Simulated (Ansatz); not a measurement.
`[SiH3]S[SiH2]S[SiH3]` + `[OH][Ga]([OH])[Br]` → `[OH][Ga]([Br])[O][SiH3]` + `[SiH3]S[SiH2]S`  (ligand exchange at the Si–S bond)

Gas-phase electronic energies from Ansatz, PBE0-D4/def2-TZVP geometries. CCSD(T)/CBS is the MP2 limit (def2-TZVPP, def2-QZVPP) plus CCSD(T) − MP2 in def2-TZVPP, frozen cores. DFT in def2-TZVPP. For Br, Ga outer-core shells are correlated without core-valence functions, which leaves a few kJ/mol of doubt a bond. Scalar relativity is left out up to krypton. One conformer a species, not always the lowest.

CCSD(T)/CBS gives -28.3 kJ/mol.

(1) Another level gave -28.1 kJ/mol. Which?
A. PBE/def2-TZVPP
B. MP2/def2-TZVPP
C. PBE0/def2-TZVPP
D. PBE-D4/def2-TZVPP

Largest T1 diagnostic among the species: 0.012.

Results:

(1) B. MP2/def2-TZVPP -28.1, PBE0 -22.3, PBE -18.0, PBE-D4 -12.1 kJ/mol.

From PBE to PBE0 (25 % exact exchange), in def2-TZVPP and without D4, ΔE moves by −4.3 kJ/mol. The D4 term adds +9.6 kJ/mol with B3LYP and +5.2 kJ/mol with PBE0; it sums over pairs of atoms, weighted by their polarisabilities, and B3LYP, whose exchange is more repulsive, gets the larger term.

B3LYP here is the variant with VWN-RPA as its local correlation; programs differ in this.
